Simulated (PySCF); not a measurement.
## Rb²⁷⁺ (rubidium, charge +27): Hartree-Fock from Schrödinger to Dirac-Coulomb

Occupied: 1s1/2, 2s1/2, 2p1/2, 2p3/2. Hartree-Fock calculated with PySCF 2.14 in an uncontracted even-tempered set (20 s from 2.9 bohr⁻², ratio 2.3; 14 p from 3.5 bohr⁻², ratio 2.3), Gaussian nucleus throughout. NR is non-relativistic, sf-X2C the spin-free one-electron X2C Hamiltonian, X2C adds the bare one-electron spin-orbit term, X2C-SNSO screens it by Boettger's factors, DC is four-component Dirac-Coulomb, and the Gaunt term is added at first order (total energies over the DC spinors, levels after relaxing the spinors in that mean field). QED terms are absent. Levels marked empty are virtual spinors of this ion.

```csv
Hamiltonian,E (hartree),E − E(DC) (hartree),CPU seconds
NR,-2429.0998,38.8388,0.47
sf-X2C,-2467.2502,0.6884,0.25
X2C,-2467.4541,0.4844,0.32
X2C-SNSO,-2467.4323,0.5063,0.32
DC,-2467.9385,0.0000,21
DC+Gaunt,-2466.4335,1.5050,38
```

```csv
level (eV),NR,sf-X2C,X2C,X2C-SNSO,DC,DC+Gaunt
1s1/2,-16359.2,-16650.7,-16650.2,-16650.3,-16659.9,-16635.1
2s1/2,-3309.9,-3385.4,-3385.3,-3385.3,-3386.3,-3384.1
2p1/2,-3131.1,-3154.4,-3200.5,-3197.9,-3198.3,-3194.3
2p3/2,-3131.1,-3154.4,-3132.6,-3133.8,-3134.5,-3131.6
3s1/2 (empty),-1272.9,-1294.3,-1294.3,-1294.3,-1294.5,-1293.9
3p1/2 (empty),-1216.6,-1225.4,-1236.2,-1235.6,-1235.7,-1234.7
3p3/2 (empty),-1216.6,-1225.4,-1220.3,-1220.6,-1220.7,-1220.1
```

```
interval (eV)      sf-X2C    X2C  X2C-SNSO     DC  DC+Gaunt
2p3/2 − 2p1/2  -4.640e-12  67.94     64.18  63.80     62.64
3p3/2 − 3p1/2  -1.707e-10  15.91     15.04  14.97     14.68
```

Weight of the small component: 1s1/2 0.0181, 2s1/2 0.00377, 2p1/2 0.00372, 2p3/2 0.00364, 3s1/2 0.00134, 3p1/2 0.00132, 3p3/2 0.00130.

Koopmans' value for the highest occupied level at DC+Gaunt: 3131.6 eV, against an ionisation energy of 3133.3 ± 1.8 eV (semi-empirical (NIST evaluation); NIST Atomic Spectra Database, ionization energies); the former lacks relaxation, correlation, QED and recoil.

The whole ladder took 65 s of wall time on 1 thread of Intel(R) Xeon(R) Platinum 8259CL CPU @ 2.50GHz (shared host), launched as `OMP_NUM_THREADS=1 python relrun2.py TASK.json OUT` (a driver that calls PySCF for each Hamiltonian).

Dirac-Coulomb iterations, started from the X2C spinors:

```
with_ssss True, with_gaunt False, with_breit False
light speed = 137.03599967994
init E= -2464.41656863829
cycle= 1 E= -2467.93843601431  delta_E= -3.52  |g|= 0.422  |ddm|= 0.031
cycle= 2 E= -2467.93852495067  delta_E= -8.89e-05  |g|= 0.00682  |ddm|= 0.00182
cycle= 3 E= -2467.93852519235  delta_E= -2.42e-07  |g|= 0.00038  |ddm|= 0.00013
cycle= 4 E= -2467.93852519313  delta_E= -7.87e-10  |g|= 1.75e-06  |ddm|= 6.29e-06
```
